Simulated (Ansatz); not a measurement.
`Br[SiH2]C1=CN1` + NH₃ → `NC1=CN1` + `[SiH3]Br` at 500 K and 1 bar (substitution at a C–Si bond).

Computed with Ansatz on PBE0-D4/def2-TZVP structures; ΔE is electronic, products minus reactants. CBS: MP2 limit from def2 TZ/QZ plus the TZ coupled-cluster correction, frozen cores. This one scheme is used for every species. For Br outer-core shells are correlated without core-valence functions, which leaves a few kJ/mol of doubt a bond. Scalar relativity is left out up to krypton. Each species was taken in one conformer, which may not be the lowest.

| species | CCSD(T)/CBS energy (Eh) | H − E (kJ/mol) | S (J/(mol·K)) |
| --- | --- | --- | --- |
| `Br[SiH2]C1=CN1` | -2995.53136 | 184.9 | 413.3 |
| NH₃ | -56.50880 | 108.2 | 211.8 |
| `NC1=CN1` | -187.78009 | 194.6 | 328.5 |
| `[SiH3]Br` | -2864.23411 | 91.6 | 294.2 |

H − E and S are ideal-gas, rigid-rotor, harmonic terms from PBE0-D4/def2-TZVP, for one conformer and one mirror image of each species. 1 Eh = 2625.50 kJ/mol, R = 8.31446 J/(mol·K).

By hand: ΔE, ΔH, ΔS and ΔG.

ΔE = (-187.78009) + (-2864.23411) − (-2995.53136) − (-56.50880) = 0.02596 Eh = 68.2 kJ/mol. Δ(H − E) = 194.6 + 91.6 − 184.9 − 108.2 = -6.9, so ΔH = 61.3 kJ/mol. ΔS = 328.5 + 294.2 − 413.3 − 211.8 = -2.4 J/(mol·K). ΔG = 61.3 − 500 × (-2.4)/1000 = 62.5 kJ/mol.

By hand: the equilibrium constant, and the temperature at which ΔG would vanish if ΔH and ΔS stayed fixed.

log₁₀ K = −ΔG/(RT ln 10) = -6.5. ΔH and −TΔS have one sign here, so there is no such temperature. One of them is within its doubt of zero, so this could turn.

The number of gas molecules stays the same, so ΔS is small and ΔH decides. A doubt of 5 kJ/mol in ΔE shifts log₁₀ K by 0.5 here. Other conformers and mirror images would add mixing entropy, several J/(mol·K) or more a flexible species. These are equilibria of isolated gas molecules and say nothing of rates. Largest T1 diagnostic: 0.015 (customary marks: 0.02 for closed shells, 0.045 for open ones).
